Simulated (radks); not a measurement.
Values are calculated unless marked as measured or tabulated.
Task: The vanadium ion V2+, configuration [Ar] 3d3. Code: a radial shooting solver on a logarithmic mesh with Libxc functionals. Model: Dirac Kohn-Sham, PBE, spin-unpolarised, spherical densities, finite nucleus; open shells fill j = l - 1/2 first; Fermi nuclear charge, rms radius 3.6002 fm. Some entries of the table are withheld. Estimate them.

| orbital | occ. | eigenvalue (eV) | <1/r> (bohr^-1) |
|---|---|---|---|
| 1s1/2 | 2 | -5380.459 | 22.84 |
| 2s1/2 | 2 | -618.8663 | 4.813 |
| 2p1/2 | 2 | -524.1669 | 4.749 |
| 2p3/2 | 4 | -517.0650 | 4.683 |
| 3s1/2 | 2 | -86.7318 | 1.486 |
| 3p1/2 | 2 | (1) | (2) |
| 3p3/2 | 4 | (3) | (4) |
| 3d3/2 | 3 | (5) | (6) |
| 3d5/2 | 0 | (7) | (8) |

Result: 
(1) 3p1/2 eigenvalue (eV): -61.1001
(2) 3p1/2 <1/r> (bohr^-1): 1.361
(3) 3p3/2 eigenvalue (eV): -60.2696
(4) 3p3/2 <1/r> (bohr^-1): 1.347
(5) 3d3/2 eigenvalue (eV): -21.3358
(6) 3d3/2 <1/r> (bohr^-1): 1.006
(7) 3d5/2 eigenvalue (eV): -21.2649
(8) 3d5/2 <1/r> (bohr^-1): 1.003
